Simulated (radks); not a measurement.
Problem. Species: the bromine ion Br+. Configuration: [Ar] 3d9 4s2 4p4 5p1 (not the ground configuration). All-electron calculation, Dirac Kohn-Sham, PBEsol, spin-unpolarised, spherical densities, finite nucleus; open shells fill j = l - 1/2 first; Fermi nuclear charge, rms radius 4.1629 fm. Program: a radial shooting solver on a logarithmic mesh with Libxc functionals. Some entries of the table are withheld. Estimate them.

orbital  occ.  eigenvalue (eV)  <r^2> (bohr^2)  r(max) (bohr)
1s1/2       2        -13337.63        0.002463        0.02793
2s1/2       2        -1766.952         0.04234         0.1594
2p1/2       2        -1595.028         0.03254         0.1253
2p3/2       4        -1547.597         0.03398         0.1285
3s1/2       2        -269.2407          0.3441            (1)
3p1/2       2              (2)          0.3549         0.4731
3p3/2       4              (3)          0.3679         0.4816
3d3/2       4         -98.6546          0.3981         0.4235
3d5/2       5         -97.5092          0.4031         0.4261
4s1/2       2         -39.1414           2.683          1.349
4p1/2       2         -25.2673           3.550          1.501
4p3/2       2         -24.5347           3.672          1.527
5s1/2       0              (4)           20.48          3.827
4d3/2       0          -7.1281           11.27          2.265
4d5/2       0          -7.0841           11.40          2.278
5p1/2       1          -5.6999           30.08          4.714
5p3/2       0          -5.6202           30.75          4.773

Solution. 
(1) 3s1/2 r(max) (bohr): 0.4826
(2) 3p1/2 eigenvalue (eV): -209.4095
(3) 3p3/2 eigenvalue (eV): -202.4020
(4) 5s1/2 eigenvalue (eV): -8.1560
